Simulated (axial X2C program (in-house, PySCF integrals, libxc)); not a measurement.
# Which molecule has these constants?

All values come from calculations with an axial X2C code built on PySCF integrals, spin-free (one-electron X2C) or two-component (2c: spin–orbit coupling with atomic mean-field Coulomb and Gaunt terms, which also bring small scalar terms), in Dyall basis sets with cores contracted in-house; open shells are unrestricted.

A two-component PBE0 calculation in a Dyall 3-zeta basis gave Re = 1.153 Å, ωe = 1814.9 cm⁻¹, De = 7.98 eV, Ω = 0.

**Question.** Which molecule is it?
A. BF⁺
B. OF⁺
C. BeF⁺
D. CF⁺
E. LiF⁺

**Answer.** D. The others have OF⁺ 1.214 Å and 1470.4 cm⁻¹ (Ω = 1); BF⁺ 1.211 Å and 1702.4 cm⁻¹ (Ω = 1/2); LiF⁺ 2.025 Å and 307.3 cm⁻¹ (Ω = 3/2); BeF⁺ 1.312 Å and 1462.2 cm⁻¹ (Ω = 0).

Each entry is the lowest single determinant of a limited PBE0 search at one distance. De goes to single-determinant-based atoms at the same level (for ions the charge split of lowest energy) and is withheld (n/a) where an atom does not fit its ground term or J level. Main or longest-lived isotopes. One determinant is a doubtful description, or other states lie close, for OF⁺, LiF⁺; these need not be ground states, and all values refer to the states named. Some open-shell Ω = 0 determinants are out of reach, so the Ω given for OF⁺ need not be the lowest component. With several unpaired electrons the Ω given is that of one determinant, not necessarily of the lowest component. Some light 2c atoms are not at their ground J level, so De misses part of their lowering (0.04 eV or less). The functionals have no current term, which raises determinants with orbital currents. Where the atoms have a lower orbital projection than the molecule, De at mean-field level may be about a tenth of an eV too small.
